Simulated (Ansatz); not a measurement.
One change: `OB(O)[TeH]` becomes `OB(O)[Te][SiH3]`.

Ansatz, PBE0-D4/def2-TZVP geometries, multiplicity 1. Each molecule was computed in one conformer, which needn't be the lowest.

Elements past krypton have def2 core potentials.

```csv
property,`OB(O)[TeH]`
HOMO energy (PBE/def2-TZVPP) / eV,-5.61
HOMO energy (B3LYP/def2-TZVPP) / eV,-6.46
zero-point energy (PBE0-D4/def2-TZVP) / kJ/mol,107.1
HOMO energy (PBE0/def2-TZVPP) / eV,-6.68
size of the dipole moment (B3LYP/def2-TZVPP) / D,1.29
HOMO–LUMO gap (PBE/def2-TZVPP) / eV,3.95
```

Give the same properties after the change, and the shifts. (Best estimate.)

Ansatz gave: 
| property | `OB(O)[Te][SiH3]` | shift |
| --- | --- | --- |
| HOMO energy (PBE/def2-TZVPP) / eV | -5.53 | 0.08 |
| HOMO energy (B3LYP/def2-TZVPP) / eV | -6.32 | 0.14 |
| zero-point energy (PBE0-D4/def2-TZVP) / kJ/mol | 156.9 | 49.8 |
| HOMO energy (PBE0/def2-TZVPP) / eV | -6.55 | 0.13 |
| size of the dipole moment (B3LYP/def2-TZVPP) / D | 1.56 | 0.27 |
| HOMO–LUMO gap (PBE/def2-TZVPP) / eV | 4.20 | 0.25 |

With PBE0 the HOMO rises by 0.13 eV and the LUMO rises by 0.33 eV, so the gap widens by about 0.20 eV. PBE moves the HOMO by 0.08 eV and ωB97M-V by 0.17 eV. The zero-point energy changes by 49.8 kJ/mol with +9 modes. Dipoles are sizes alone; their direction can turn.

B3LYP here is the variant with VWN-RPA as its local correlation; programs differ in this.

Spin–orbit coupling is left out; it splits and shifts lone-pair levels of the heavy atoms by tenths of an eV.
